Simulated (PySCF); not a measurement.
In(OH)2(SeH) (H3InO2Se), SMILES [In]([OH])([OH])[SeH].

Geometry: r2SCAN-D4/def2-SVP. The structure was generated by enumeration; whether it is a known compound was not checked. The def2 effective core potentials stand for the cores of In; spin–orbit coupling is left out. One conformer was computed; it need not be the lowest.

Two levels are set side by side: PBE/def2-TZVP (PySCF) and r2SCAN/def2-TZVP (PySCF). Same geometry, gas phase. Differences are taken from unrounded values.

```tsv
quantity	r2SCAN	PBE	PBE minus r2SCAN
orbital gap (eV)	3.86	3.36	-0.50
highest occupied level (eV)	-6.51	-6.22	0.29
lowest empty level (eV)	-2.64	-2.86	-0.21
dipole moment (D)	1.81	1.71	-0.11
mean polarisability (bohr³)	70.7	73.1	2.4
```

Rough cost on one machine, each run with all the roots and properties that it gave: r2SCAN against PBE about 4 times.
